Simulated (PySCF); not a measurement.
Species: C7H5F3.
Numbering: `[F:1][C:2]1=[CH:3][C@@H:4]2[C:5]([CH:6]([F:7])[F:8])=[CH:9][C@H:10]12` (hydrogens: H11 on C3; H12 on C4; H13 on C6; H14 on C9; H15 on C10)

Structure used (GFN2-xTB), in Å, numbered top down from 1:
```
atom  x, y, z in Å
F1    -2.2233   -2.0137   -1.2808
C2    -1.6510   -0.9549   -0.7122
C3    -1.3477    0.2739   -1.1099
C4    -0.7105    0.6147    0.2240
C5     0.7332    0.1631    0.3490
C6     1.9926    0.8997    0.0616
F7     2.0662    2.0412    0.7967
F8     2.0397    1.2933   -1.2385
C9     0.4238   -1.0765    0.7278
C10   -1.0694   -0.8355    0.6721
H11   -1.4369    0.8352   -2.0169
H12   -1.0268    1.5073    0.7478
H13    2.8969    0.3054    0.2690
H14    0.9860   -1.9614    0.9558
H15   -1.6772   -1.0837    1.5327
```

PySCF, density fitting, gas phase, GFN2-xTB geometry. The standard run uses grid level 2 after a coarse-grid start, the def2-universal JK fitting basis (with tight functions added where the orbital basis needs them), an energy threshold of 1e-9 Eh and DIIS. The changed runs have no coarse-grid stage.

**Question.** Standard PBE0/def2-SVPD: E = -568.171480 Eh, HOMO -7.402 eV, LUMO -1.042 eV, dipole 1.794 D, 14 cycles (coarse-grid cycles included). What changes at PBE0/def2-SVPD with: fitting basis def2-qzvpp-jkfit?

**Answer.** E = -568.171488 Eh (-0.008 mEh), HOMO -7.402 eV (0.000), LUMO -1.042 eV (0.000), dipole 1.794 D (0.000), 11 SCF cycles. The result matches the standard run within 0.02 mEh and 0.003 eV.

The cycles:
```
cycle   1  E = -568.0711073737  dE =  1.860e+00  |g| = 7.352e-01  |ddm| = 7.183e+00
cycle   2  E = -567.9846206387  dE =  8.649e-02  |g| = 1.036e+00  |ddm| = 2.337e+00
cycle   3  E = -568.1699543258  dE = -1.853e-01  |g| = 8.184e-02  |ddm| = 1.475e+00
cycle   4  E = -568.1709207183  dE = -9.664e-04  |g| = 4.840e-02  |ddm| = 2.814e-01
cycle   5  E = -568.1714232515  dE = -5.025e-04  |g| = 1.624e-02  |ddm| = 1.412e-01
cycle   6  E = -568.1714800926  dE = -5.684e-05  |g| = 5.566e-03  |ddm| = 4.286e-02
cycle   7  E = -568.1714872221  dE = -7.129e-06  |g| = 1.173e-03  |ddm| = 1.308e-02
cycle   8  E = -568.1714875398  dE = -3.177e-07  |g| = 2.618e-04  |ddm| = 2.814e-03
cycle   9  E = -568.1714875551  dE = -1.533e-08  |g| = 1.097e-04  |ddm| = 7.996e-04
cycle  10  E = -568.1714875576  dE = -2.464e-09  |g| = 2.854e-05  |ddm| = 2.658e-04
cycle  11  E = -568.1714875577  dE = -1.946e-10  |g| = 5.284e-06  |ddm| = 1.104e-04
```
